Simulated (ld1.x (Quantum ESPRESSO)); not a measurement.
H (Z = 1): one change to a TM potential, before and after

hydrogen, norm-conserving Troullier–Martins (Kleinman–Bylander form), made with ld1.x (Quantum ESPRESSO) 7.5 (PBE, fully relativistic). Core none, reference 1s0.75 (charge +0.25). Waves: 2p channel at -0.05 Ry: rc 0.55 bohr; 1s (bound): rc 0.60 bohr. Local part: the s channel. Core correction: none.

Open shells are filled in proportion to 2j + 1 (rel_dist='average').

Change: wave 1s (bound): rc 0.60 bohr becomes 1s (bound): rc 0.90 bohr.

Cutoffs: the cutoffs (Ry, on a coarse ladder) from which the occupation-weighted sum of valence levels, in a spherical-Bessel basis at the reference potential, stays within 10 and 1 mRy of its value at 400 Ry; they do not see the model core or the augmentation charge, which bear on the density cutoff. Errors are all-electron minus pseudo energies relative to the spin-unpolarised reference configuration.

How do hardness, ghosts and transferability respond?

The potential gets softer (35 Ry and 90 Ry → 25 Ry and 50 Ry); neither file shows a bound ghost. A larger radius leaves more room for a smooth pseudo-wave, so fewer plane waves are needed.

```csv
quantity,base,changed
"cutoff, loose",35 Ry,25 Ry
"cutoff, tight",90 Ry,50 Ry
bound ghosts,none,none
"error for 1s1, meV [ΔE -1.99 eV]",+0.1,+0.1
"error for 1s0.5, meV [ΔE 2.77 eV]",-0.1,+0.1
```
